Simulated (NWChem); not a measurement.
# BH₂, doublet; SMILES [BH2]

```xyz
3

B      0.0000     0.0000     0.1498
H      1.0717     0.0000    -0.3744
H     -1.0717     0.0000    -0.3744
```
Atoms are numbered in this order, from 1.

Program: NWChem. Spin-unrestricted. Medium grid unless said otherwise, to which SCAN and Minnesota functionals are sensitive. In the optimisation the excess spin sits in a1 (C2v, its own frame). Coordinates come from a B3LYP/6-31G* (spherical d), spin-unrestricted optimisation. No stability test was run on the SCF state.

For level r2SCAN0/def2-SVP:

```
Quantity                                                     Value
-----------------------------------------------------------  -----
highest occupied level (eV)                                  -6.48
lowest empty minus highest occupied level, either spin (eV)   4.44
```

### Question
How do the values read with level revPBE/def2-SVP instead?

### Answer
| Item | Value |
|---|---|
| highest occupied level (eV) | -4.91 |
| lowest empty minus highest occupied level, either spin (eV) | 1.60 |
